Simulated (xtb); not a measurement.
F3Lu, charge -1, doublet, at a GFN2-xTB geometry (such geometries of metal compounds can be far from the true shape) (the multiplicity is a formal guess). Base run: xtb with GFN0-xTB.

Here is a job for xtb.
```
$ xtb mol.xyz --gfn 0 --chrg -1 --uhf 1 --json

# file mol.xyz
4

Lu     0.00000000    -0.00000000    -0.00000000
F     -1.64100110    -1.00106838     0.04768510
F      0.01279139     1.79257428    -0.69556466
F      1.62820971    -0.79150590     0.64787956
```

The base run was repeated with changes; each row names its change, and settings that it needs were set with it.

```csv
change,ΔE vs base (mEh)
base,0.000
file = coord,0.000
acc = 0.0001,0.000
etemp = 10000,-103.0
acc = 0.1,0.000
etemp = 10,0.000
```
